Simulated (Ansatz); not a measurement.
**Reading a saddle point**

A first-order saddle point of InH₃Cl₂O, closed shell, PBE0-D4/def2-TZVP, with one imaginary mode of 1240i cm⁻¹:

In1  (-0.749, 0.245, -0.081)
H2  (0.069, -1.406, 0.748)
Cl3  (-1.369, -0.141, -2.268)
Cl4  (-2.043, 1.425, 1.406)
H5  (0.838, -0.853, 0.560)
O6  (1.332, 0.338, 0.197)
H7  (1.922, 0.392, -0.562)
(Å)

Computed with Ansatz 0.2.0 (basis: def2-TZVPP and def2-QZVPP); correlated methods freeze the cores. Filled d shells of the heavier atoms are correlated. Core potentials replace the inner electrons of the atoms past krypton. The def2 sets are not built for correlating such inner shells, so the correlated values are less sure here. Extrapolation: Hartree–Fock as exp(−7.88 √X), correlation as X^−2.97.

**Question.** Which contacts change along the imaginary mode, and what lies on either side? (Judge from chemistry; the calculation decides.)

**Answer.** The calculation gives: The step is InHCl₂ ([Cl][InH][Cl]) + H₂O → InHCl₂O ([OH][In]([Cl])[Cl]) + H₂, with the molecules in contact on both sides. Shortening one way: In1–O6, H2–H5; lengthening the same way: In1–H2, H5–O6.
| pair | one side (Å) | saddle (Å) | other side (Å) |
| --- | --- | --- | --- |
| In1–O6 | 2.34 | 2.10 | 1.96 |
| H2–H5 | 3.32 | 0.97 | 0.75 |
| In1–H2 | 1.70 | 2.02 | 2.73 |
| H5–O6 | 0.96 | 1.34 | 2.99 |

**Question.** Which side is lower, and how far does the saddle lie above each? (An estimate is asked for; the value comes from the calculation.)

**Answer.** The calculation gives: The side with In1–H2, H5–O6 short is lower by 15.96 kcal/mol; the saddle lies 37.17 kcal/mol above it and 21.22 kcal/mol above the other (CCSD(T) at an estimated basis limit (MP2 extrapolated from triple and quadruple zeta, plus CCSD(T) − MP2 in triple zeta); electronic energies).

T1 diagnostic: at most 0.014.

The step is the kind of ligand exchange by which a precursor binds to a hydroxyl group, or is hydrolysed, in atomic layer deposition of oxides.

Labels in which every atom is bracketed show which atoms are joined, not bond orders.

For scale, one of the runs: CCSD(T)/def2-TZVPP, 207 basis functions, launched by `ansatz run in.yaml --threads 4 --pin off --events-out ev --progress --plain --max-ram 9574MiB`. Time: 79 s of wall clock on 4 CPU threads of an Arm Neoverse V2; the host was shared. Peak host memory: 2.9 GiB.
